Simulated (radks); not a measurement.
Q: All-electron atom: Gd in [Xe] 4f7 6s2 6p1 (not the ground configuration). Calculated with a radial shooting solver on a logarithmic mesh with Libxc functionals: scalar-relativistic Kohn-Sham, PBE, spin-polarised, spherical densities, finite nucleus; open shells are filled with parallel spins first (spin-orbit coupling, left out, can overturn this in heavy ions); Fermi nuclear charge, rms radius 5.1569 fm. Some entries of the table are withheld. Estimate them.

orbital,occ.,eigenvalue (eV),<r> (bohr)
1s up,1,-50097.34,0.02191
1s down,1,-50097.33,0.02191
2s up,1,-8273.862,0.09329
2s down,1,-8273.812,0.09328
2p up,3,-7363.749,0.08237
2p down,3,-7363.712,0.08237
3s up,1,-1837.044,0.2445
3s down,1,-1834.421,0.2443
3p up,3,-1555.018,0.2431
3p down,3,-1552.407,0.2428
3d up,5,-1182.282,0.2213
3d down,5,-1180.281,0.2210
4s up,1,-374.4704,0.5530
4s down,1,-368.3314,0.5530
4p up,3,-281.5116,0.5854
4p down,3,-275.4145,0.5855
4d up,5,-152.8731,0.6361
4d down,5,-146.8354,0.6371
5s up,1,-54.1055,1.320
5s down,1,-50.9469,1.343
5p up,3,-31.1660,1.534
5p down,3,-28.8496,1.570
4f up,7,-13.7187,0.8473
4f down,0,-8.3509,0.8967
6s up,1,-5.7149,3.748
6s down,1,-4.9833,3.795
6p up,1,(1),4.954
6p down,0,(2),5.134

A: 
(1) 6p up eigenvalue (eV): -2.4430
(2) 6p down eigenvalue (eV): -1.7750
